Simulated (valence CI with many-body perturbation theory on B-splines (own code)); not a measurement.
**Hf64+ in brief**

Calculated by valence CI with perturbative core correlation (CI+MBPT): six valence electrons over a frozen Dirac-Fock core [He], radial functions for each j: 9 s, 9 p, 8 d, 6 f, 3 g, 1 h, with the one-electron correlation potential Σ1, the two-electron term Σ2, the three-electron term Σ3, Breit, model QED; selected CI, second order for the rest (own B-spline code, finite nucleus).

No measured spectrum was set against this ion. As an estimate, large intervals hold to a few tenths of a per cent, small ones and those within an open d or f shell to about a per cent. Among the levels kept, up to 4900 cm⁻¹ of a level comes from second order outside the variational space, and about a tenth of that is noise between levels of different J, which matters for small intervals.

Levels are named by their leading jj configuration (3d3/2^4 stands for four electrons in 3d with j = 3/2), which in mixed levels can hold well under half, so a name can repeat and another be missing.

Rates and lifetimes use the calculated energies. Strong lines usually hold to 10 to 20 %, long lifetimes can be off by a factor of two.

What is the ground level?

(2s^2 2p1/2^2 2p3/2^2) J=2, composition 68 % 2s²2p⁴ ³P + 32 % 2s²2p⁴ ¹D, g = 1.308.

Name the longest-lived excited levels whose lifetime is computed, and their main decay.

(2s^2 2p1/2^2 2p3/2^2) J=0 at 4.30 Ry lives 12.8 ms, mostly by E2 to (2s^2 2p1/2^2 2p3/2^2) J=2; (2s^2 2p1/2 2p3/2^3) J=2 at 91.98 Ry lives 114 ps, mostly by M1 to (2s^2 2p1/2^2 2p3/2^2) J=2; (2s^2 2p1/2 2p3/2^3) J=1 at 90.61 Ry lives 50.9 ps, mostly by M1 to (2s^2 2p1/2^2 2p3/2^2) J=2.

Where does the other parity begin?

At (2s 2p1/2^2 2p3/2^3) J=2, 119.31 Ry.

Among levels below 731.18 Ry, which E1 lines absorb most strongly from the ground level?

to (2s^2 2p1/2^2 2p3/2 3d5/2) J=3 at 0.1397 nm, f = 0.835; to (2s^2 2p1/2^2 2p3/2 3d5/2) J=2 at 0.1399 nm, f = 0.268; to (2s 2p1/2^2 2p3/2^2 3p1/2) J=3 at 0.1259 nm, f = 0.160.

How well does LS coupling describe the low levels?

Among the lowest 20 levels the leading LS term, summed over configurations, holds 59 % on average. For single configurations the figures are 59 % in LS and 100 % in jj coupling. Terms mix most in the J = 2 level at 609.37 Ry, where the leading one holds 26 %.

What is the ionisation energy?

15353 eV; NIST lists 15351 ± 24 eV (theoretical).

What are the static dipole polarisabilities of the lowest levels?

(2s^2 2p1/2^2 2p3/2^2) J=2 6.96e-05 (tensor 1.5e-06); (2s^2 2p1/2^2 2p3/2^2) J=0 6.77e-05 bohr³, of which the core gives 2.49e-07.
